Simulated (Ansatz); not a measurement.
```yaml
crystal:
  periodic: [false, false, false]
  atoms:
    - {symbol: O, position_ang: [-1.864382, 0.501265, -0.439716]}
    - {symbol: Sn, position_ang: [-0.095937, 0.867529, -0.168525]}
    - {symbol: Al, position_ang: [1.037192, -1.177153, 0.594205]}
    - {symbol: H, position_ang: [-1.991800, -0.167524, -1.001636]}
    - {symbol: H, position_ang: [0.457109, 1.462974, -1.527616]}
    - {symbol: H, position_ang: [-0.189912, 2.044525, 0.869397]}
    - {symbol: H, position_ang: [0.463156, -2.474343, 0.247707]}
    - {symbol: H, position_ang: [2.269307, -1.109897, 1.374755]}
basis:
  gaussian: {orbitals: def2-mTZVPP}
magnetization: {spin_polarized: true, initial_magnetization: 0}
hamiltonian: {xc: {name: CAM-B3LYP}, dispersion: d4}
accuracy: high
```

```sh
$ ansatz run in.yaml --threads 2 --pin off --events-out ev --progress --plain --max-ram 4352MiB
```

Shortened log:

```
Functional definition: CAM-B3LYP
2283 factors; integrals over basis functions are off by at most 3.7e-9 eV
491 factors; integrals over basis functions are off by at most 2.8e-9 eV
mean field evaluation 1: about -14549.7172 eV, gradient 4.0e1 eV
mean field evaluation 2: about -14541.9688 eV, gradient 6.1e1 eV
mean field evaluation 4: about -14554.8740 eV, gradient 4.6e-1 eV
mean field evaluation 8: about -14554.9485 eV, gradient 3.0e-2 eV
mean field evaluation 16: about -14554.9485 eV, gradient 5.9e-5 eV
mean field -14554.94848069 eV, -534.8844909671 hartree, gradient 1.2e-8 eV, S^2 0.000000; 0 other end points of the search recorded, 0 dependent functions left out
reference -14554.94850271 eV, -534.8844917763 hartree; 24, 24 occupied and 83, 83 virtual orbitals, 2283 factors
Total energy: -14555.07952598 eV, -534.8893067925 hartree
```

It took 12 s on 2 threads of an Arm Neoverse V1 on a shared host, with 0.69 GiB of host memory at the peak.
